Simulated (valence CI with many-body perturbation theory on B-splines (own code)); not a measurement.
**Valence orbitals of Pb⁴¹⁺**

Calculated by configuration interaction combined with many-body perturbation theory (CI+MBPT): five valence electrons over a frozen Dirac-Fock core [Kr], a basis of 7 s, 7 p, 8 d, 6 f, 4 g, 1 h functions for each j, with the one-electron correlation potential Σ1 (screened to all orders), the two-electron term Σ2, the three-electron term Σ3, Breit, model QED; selected single and double excitations, second order for the rest, scaled by the run's own slope (own B-spline code, finite nucleus).

No measured spectrum was set against this ion. As an estimate, large intervals hold to a few tenths of a per cent, small ones and those within an open d or f shell to about a per cent. The list stops below the first excitations out of the core.

These are the spectroscopic orbitals of the CI (the correlating ones are not listed), shaped by the core and the other valence electrons. h is the expectation value of the core's Dirac-Fock operator, without the valence repulsion; Σ1 is computed up to l = 3 at one energy for each symmetry, that of its lowest orbital but kept below the first core excitation, so for empty shells it is not the orbital's own correlation shift; Breit and QED include the response of the core.

```tsv
Orbital	h (hartree)	Σ1 (cm⁻¹)	Breit (cm⁻¹)	QED (cm⁻¹)	⟨r⟩ (bohr)
5s1/2	-58.312	-11730	7439	5684	0.6229
6s1/2	-38.064	-4698	3956	3065	0.9532
7s1/2	-26.832	-2454	2301	1817	1.357
5p1/2	-56.118	-11916	11405	309	0.6284
6p1/2	-36.874	-4918	6212	175	0.9652
7p1/2	-26.115	-2609	3656	106	1.376
5p3/2	-53.552	-10213	6345	748	0.6611
6p3/2	-35.507	-4391	3526	420	1.004
7p3/2	-25.298	-2369	2338	255	1.422
4d3/2	-84.217	-23828	12491	-1114	0.3648
5d3/2	-50.146	-11290	5404	-394	0.6587
6d3/2	-33.653	-5178	2919	-205	1.019
4d5/2	-82.971	-22799	7610	-464	0.3716
5d5/2	-49.595	-11060	3372	-125	0.6670
6d5/2	-33.352	-5055	1836	-61.4	1.029
4f5/2	-74.555	-47753	3656	-986	0.3416
5f5/2	-45.993	-10965	1712	-356	0.6550
4f7/2	-74.211	-41542	693	-736	0.3444
5f7/2	-45.833	-10580	477	-248	0.6579
5g7/2	-43.184		-130	-161	0.6143
5g9/2	-43.129		-429	-118	0.6157
```

Among the shells of the start configuration 4d5, Σ1 is largest in size for 4d3/2, where it is 0.13 % of h.

Lowest root of each symmetry, sizes in configuration state functions:

| J | Parity | Roots | Reference | Variational | Second order | Change by selected CI (cm⁻¹) | Change by second order (cm⁻¹) |
| --- | --- | --- | --- | --- | --- | --- | --- |
| 1/2 | even | 4 | 77 | 21904 | 205114 | -10402 | -25 |
| 3/2 | even | 7 | 141 | 26711 | 559741 | -9421 | -62 |
| 5/2 | even | 10 | 183 | 28038 | 681693 | -9187 | -109 |
| 7/2 | even | 7 | 192 | 25263 | 761475 | -9223 | -201 |
| 9/2 | even | 5 | 181 | 25405 | 758515 | -9734 | -211 |
| 11/2 | even | 3 | 150 | 26083 | 495108 | -9433 | -67 |
| 13/2 | even | 1 | 112 | 20180 | 402683 | -9531 | -33 |
| 1/2 | odd | 14 | 27 | 31995 | 522063 | -16188 | -154 |
| 3/2 | odd | 24 | 48 | 31859 | 1005739 | -14742 | -390 |
| 5/2 | odd | 31 | 61 | 31281 | 1365894 | -17275 | -557 |
| 7/2 | odd | 32 | 63 | 30359 | 1568982 | -17100 | -765 |
| 9/2 | odd | 28 | 54 | 29350 | 1609205 | -16392 | -1014 |
| 11/2 | odd | 22 | 42 | 29740 | 1505977 | -16071 | -920 |
| 13/2 | odd | 15 | 28 | 30021 | 1001607 | -16138 | -683 |
| 15/2 | odd | 9 | 15 | 30206 | 788604 | -16717 | -379 |
| 17/2 | odd | 4 | 6 | 31490 | 506802 | -15411 | -137 |
| 19/2 | odd | 2 | 2 | 26475 | 401466 | -15771 | -17 |
